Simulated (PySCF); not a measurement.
Zinc: a sound run and one with changed settings

Sound run: Zn [Ar] 3d10 4s2, Zn+ [Ar] 3d10 4s1. Calculation: PySCF 2.14, in aug-cc-pVDZ-PP with ECP10MDF; scalar relativity through the core potential. The sound run starts from symmetry-adapted Hartree-Fock orbitals and uses a fine grid where one is needed.

Changed run: radial step 1.2 in ln r (0.13 in the sound run). This setting is unsound on purpose.

| species | method | sound run (hartree) | changed run (hartree) | converged |
| --- | --- | --- | --- | --- |
| Zn | UHF | -225.95257 | -225.95257 | yes |
| Zn | MN15 | -227.46103 | -227.16212 | yes |
| Zn | BP86 | -227.23190 | -222.90259 | yes |
| Zn+ | UHF | -225.66323 | -225.66323 | yes |
| Zn+ | MN15 | -227.11315 | -226.83914 | yes |
| Zn+ | BP86 | -226.86875 | -222.58852 | yes |

Ionisation energy of Zn:

```
method  sound run (eV)  changed run (eV)
   UHF           7.873             7.873
  MN15           9.466             8.789
  BP86           9.882             8.546
```

A coarse radial grid mis-integrates the density and the exchange-correlation energy, with errors of either sign; Hartree-Fock needs no grid.

For comparison, NIST gives 9.394 eV between the lowest levels.
